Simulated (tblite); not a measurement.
2-penten-4-olide, C₅H₆O₂.
SMILES with atom numbers: `[CH3:1][C@H:2]1[CH:3]=[CH:4][C:5](=[O:6])[O:7]1` (hydrogens: H8, H9, H10 on C1; H11 on C2; H12 on C3; H13 on C4)

Computed with GFN2-xTB (tblite), gas phase: Langevin dynamics at 400 K from the optimised GFN2-xTB geometry, time step 0.5 fs, friction 0.01 fs⁻¹, 2000 steps. The instantaneous temperature is 2·E(kin)/(3Nk) with all 3N coordinates.

| t (fs) | T (K) | E(pot) above start (eV) | C1–C2 (Å) | C2–C3 (Å) | C3=C4 (Å) | C4–C5 (Å) | C5=O6 (Å) | C1–H8 (Å) |
| --- | --- | --- | --- | --- | --- | --- | --- | --- |
| 0 | 333 | 0.000 | 1.529 | 1.499 | 1.327 | 1.483 | 1.197 | 1.086 |
| 50 | 191 | 0.343 | 1.480 | 1.520 | 1.317 | 1.497 | 1.203 | 1.114 |
| 100 | 230 | 0.488 | 1.561 | 1.526 | 1.321 | 1.454 | 1.182 | 1.096 |
| 150 | 276 | 0.685 | 1.616 | 1.496 | 1.369 | 1.480 | 1.194 | 1.052 |
| 200 | 393 | 0.589 | 1.474 | 1.494 | 1.286 | 1.527 | 1.225 | 1.111 |
| 250 | 362 | 0.602 | 1.593 | 1.459 | 1.346 | 1.480 | 1.195 | 1.090 |
| 300 | 361 | 0.415 | 1.505 | 1.465 | 1.350 | 1.483 | 1.179 | 1.080 |
| 350 | 280 | 0.741 | 1.577 | 1.599 | 1.286 | 1.524 | 1.233 | 1.095 |
| 400 | 331 | 0.550 | 1.518 | 1.512 | 1.381 | 1.447 | 1.187 | 1.054 |
| 450 | 322 | 0.570 | 1.465 | 1.503 | 1.268 | 1.533 | 1.202 | 1.151 |
| 500 | 465 | 0.764 | 1.602 | 1.537 | 1.376 | 1.523 | 1.212 | 1.012 |
| 550 | 374 | 0.850 | 1.556 | 1.420 | 1.352 | 1.417 | 1.245 | 1.156 |
| 600 | 402 | 0.520 | 1.495 | 1.506 | 1.322 | 1.557 | 1.180 | 1.051 |
| 650 | 330 | 0.822 | 1.539 | 1.492 | 1.387 | 1.503 | 1.182 | 1.105 |
| 700 | 424 | 0.617 | 1.465 | 1.541 | 1.276 | 1.446 | 1.205 | 1.081 |
| 750 | 446 | 0.671 | 1.588 | 1.490 | 1.361 | 1.479 | 1.209 | 1.060 |
| 800 | 462 | 0.639 | 1.490 | 1.558 | 1.302 | 1.488 | 1.175 | 1.161 |
| 850 | 494 | 0.708 | 1.531 | 1.475 | 1.350 | 1.551 | 1.229 | 1.014 |
| 900 | 498 | 0.719 | 1.555 | 1.422 | 1.311 | 1.452 | 1.212 | 1.196 |
| 950 | 486 | 0.529 | 1.552 | 1.522 | 1.341 | 1.499 | 1.202 | 1.004 |
| 1000 | 310 | 0.831 | 1.535 | 1.464 | 1.345 | 1.513 | 1.201 | 1.188 |

**Question.** From 500 fs on, how do temperature and potential energy compare with equipartition?

**Answer.** The mean temperature of these 11 frames is 426 K against the target 400 K, and the mean potential energy 0.70 eV against 33 × kT/2 = 0.57 eV for 33 classical harmonic modes. For 13 atoms in a canonical ensemble the temperature itself scatters by T·√(2/(3N)) = 91 K; here its standard deviation is 62 K. The whole run lasts only 10 friction times of 100 fs, so these averages carry a wide statistical error.

**Question.** What are the kinetic and total energies of the listed frame with the highest potential energy?

**Answer.** The one at 550 fs, 0.850 eV above the start. Its kinetic energy is 3NkT/2 = 0.628 eV at 374 K, so the sum is 1.48 eV; over the listed frames the sum runs from 0.56 to 1.56 eV, since the thermostat adds and removes energy.

**Question.** How much do the listed bonds fluctuate from 500 fs on?

**Answer.** 
| bond | at the start (Å) | mean (Å) | standard deviation (Å) |
| --- | --- | --- | --- |
| C1–C2 | 1.529 | 1.537 | 0.039 |
| C2–C3 | 1.499 | 1.493 | 0.044 |
| C3=C4 | 1.327 | 1.338 | 0.032 |
| C4–C5 | 1.483 | 1.493 | 0.041 |
| C5=O6 | 1.197 | 1.205 | 0.020 |
| C1–H8 | 1.086 | 1.093 | 0.069 |

The motion is classical and holds no zero-point motion.

What follows is the cost of the whole dynamics run. On one thread, Arm Neoverse V1 (aarch64), shared host, this took 9.4 s and 0.19 GiB of memory at its peak.
